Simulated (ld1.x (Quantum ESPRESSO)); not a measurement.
## Sn: excitation energies, all-electron against PAW

tin, PAW, made with ld1.x (Quantum ESPRESSO) 7.5 (BLYP, scalar-relativistic). Core [Kr], reference 4d10 5s2 5p1.5 (charge +0.5). Waves: 5s (bound): rcut 1.80, rcutus 2.00 bohr; 5s channel at 0.7 Ry: rcut 1.80, rcutus 2.00 bohr; 5p (bound): rcut 1.90, rcutus 2.20 bohr; 5p channel at 3.3 Ry: rcut 1.90, rcutus 2.20 bohr; 4d (bound): rcut 1.30, rcutus 1.55 bohr; 4d channel at -0.35 Ry: rcut 1.30, rcutus 1.55 bohr. Local part: all-electron potential smoothed inside 1.90 bohr (lloc = -2). Core correction: Bessel-smoothed model core inside 1.30 bohr. Augmentation charge: GAUSS, radius 1.00 bohr.

Energies are relative to the spin-unpolarised reference configuration 4d10 5s2 5p1.5; without spin polarisation the order of configurations can differ from experiment.

```json
{"valence configuration": "4d10 5s2 5p2", "charge": "0", "ΔE all-electron (eV)": "-2.570", "error AE − PS (meV)": "+0.7"}
{"valence configuration": "4d10 5s2 5p1", "charge": "+1", "ΔE all-electron (eV)": "4.231", "error AE − PS (meV)": "-1.0"}
{"valence configuration": "4d10 5s2 5p0", "charge": "+2", "ΔE all-electron (eV)": "18.212", "error AE − PS (meV)": "-4.6"}
{"valence configuration": "4d10 5s1 5p2", "charge": "+1", "ΔE all-electron (eV)": "11.892", "error AE − PS (meV)": "-1.8"}
{"valence configuration": "4d10 5s0 5p0", "charge": "+4", "ΔE all-electron (eV)": "90.683", "error AE − PS (meV)": "-38"}
{"valence configuration": "4d9 5s2 5p2", "charge": "+1", "ΔE all-electron (eV)": "29.889", "error AE − PS (meV)": "-90"}
```

(1) What are ΔE and the potential's error for 4d10 5s0 5p4?

Answers

(1) ΔE = 11.727 eV all-electron; the error (AE − PS) is -1.3 meV.
